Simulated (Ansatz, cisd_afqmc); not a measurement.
System: SnH$_{2}$F, charge 0, doublet. SnH2F (SMILES [F][SnH2], doublet).
B3LYP-D3(BJ)/def2-TZVP minimum from Ansatz (a first-principles code):
```xyz
4

Sn     0.2180    -0.1578    -0.0625
F     -1.2004     1.1159     0.3410
H      0.3630    -1.0578     1.4162
H     -0.4596    -1.0947    -1.3589
```
Charge 0, spin multiplicity 2.

Atomisation energy term by term, kcal/mol (programs: Ansatz, cisd_afqmc). UHF or UKS for unpaired electrons; spin-orbit terms are left out. Correlated methods leave the cores frozen (noble-gas shells, and filled d and f shells in the p block). Past Kr the def2 sets carry scalar-relativistic core potentials. AFQMC is phaseless with a CISD trial state; ± is one standard error, without the phaseless bias. Outlying blocks are dropped, and bars are widened where a walk drifts. Over all cases where full CI ran beside it in this data, AFQMC minus full CI had a median of +0.1 mEh and passed +0.4 mEh in a tenth of the cases. CBS(X,Y): correlation extrapolated as X^-3, Hartree-Fock from the larger set. A bracket is a step between two methods taken in the basis named. For partners of very few electrons the exact lower level stands in for a higher one. Spin-orbit terms, left out, reach several kcal/mol for Br and I, and more for heavier atoms.

```json
[
 {"term": "Hartree-Fock", "basis": "def2-QZVPP", "kcal/mol": "151.77"},
 {"term": "CCSD correlation", "basis": "CBS(def2-TZVPP,def2-QZVPP)", "kcal/mol": "68.56"},
 {"term": "(T)", "basis": "CBS(def2-TZVPP,def2-QZVPP)", "kcal/mol": "4.21"},
 {"term": "CCSDT(Q) - CCSD(T)", "basis": "def2-TZVPP", "kcal/mol": "0.19"},
 {"term": "CCSDTQ - CCSDT(Q)", "basis": "def2-SVP", "kcal/mol": "-0.05"},
 {"term": "sum: De", "basis": "", "kcal/mol": "224.7"}
]
```

The step beyond CCSD(T) by other levels: CCSDTQ in def2-SVP 0.50; AFQMC/CISD in def2-SVP 0.49 ± 0.20; CCSDT(Q) in def2-SVP 0.55 kcal/mol.
